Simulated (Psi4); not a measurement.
Psi4 input (wB97X-D/6-311+G**):

```
memory 1500 MB

molecule {
1 1
C    -2.42152200    0.20399600    0.57420000
S    -1.25403600   -0.19187300   -0.76840000
B     0.51694300   -0.01825000   -0.02814900
Cl    0.71423300   -0.49869800    1.59638300
Cl    1.71004000    0.51177700   -1.12417800
H    -2.13666900    1.12600400    1.07073800
H    -3.40450600    0.27613900    0.11372700
H    -2.38909400   -0.64146300    1.25724500
H    -1.27338200    0.95420500   -1.47923600
symmetry c1
no_reorient
no_com
}

set {
  basis 6-311+G**
  reference rks
  scf_type df
  df_basis_scf def2-universal-jkfit
  dft_radial_points 99
  dft_spherical_points 590
  e_convergence 1e-8
  d_convergence 1e-7
  maxiter 150
}

e = energy('wb97x-d')
print_out(f'\nFINAL {e:.10f} DIPOLE {variable("CURRENT DIPOLE")[0]:.6f} {variable("CURRENT DIPOLE")[1]:.6f} {variable("CURRENT DIPOLE")[2]:.6f}\n')
```

From the output:

```
     135A      2.451381   136A      2.491430   137A      2.576296
     138A      2.765349   139A      3.064000   140A      3.617474
     141A      3.635617   142A      7.797628   143A      9.627694
     144A      9.755419   145A     14.054453   146A     17.226138
     147A     17.278242   148A     17.305950   149A     23.821328
     150A     25.797606   151A     25.849492   152A     25.886493
     153A     26.014672   154A     26.251514   155A     26.302652
     156A    189.055796   157A    215.704569   158A    215.840953

    Final Occupation by Irrep:
              A
    DOCC [    32 ]
    NA   [    32 ]
    NB   [    32 ]

  @DF-RKS Final Energy: -1383.78154403906865

   => Energetics <=

    Nuclear Repulsion Energy =            329.4767766792848533
    One-Electron Energy =               -2550.3364458553187433
    Two-Electron Energy =                 904.4869374761608469
    DFT Exchange-Correlation Energy =     -67.4055425669976103
    Empirical Dispersion Energy =          -0.0032697721979849
    VV10 Nonlocal Energy =                  0.0000000000000000
    Total Energy =                      -1383.7815440390686490

Computation Completed

Properties will be evaluated at   0.000000,   0.000000,   0.000000 [a0]

Properties computed using the SCF density matrix

 Multipole Moments:

 ------------------------------------------------------------------------------------
     Multipole            Electronic (a.u.)      Nuclear  (a.u.)        Total (a.u.)
 ------------------------------------------------------------------------------------

 L = 1.  Multiply by 2.5417464519 to convert [e a0] to [Debye]
 Dipole X            :         -1.9110701           -0.0000057           -1.9110758
 Dipole Y            :          0.4187410           -0.0000265            0.4187145
 Dipole Z            :         -0.3272226            0.0000265           -0.3271961
 Magnitude           :                                                    1.9835801

 ------------------------------------------------------------------------------------

FINAL -1383.7815440391 DIPOLE -1.911076 0.418715 -0.327196

*** Psi4 exiting successfully. Buy a developer a beer!
```

The dipole moment of an ion depends on the origin.

The geometry given is a B3LYP-D3(BJ)/def2-TZVP minimum.
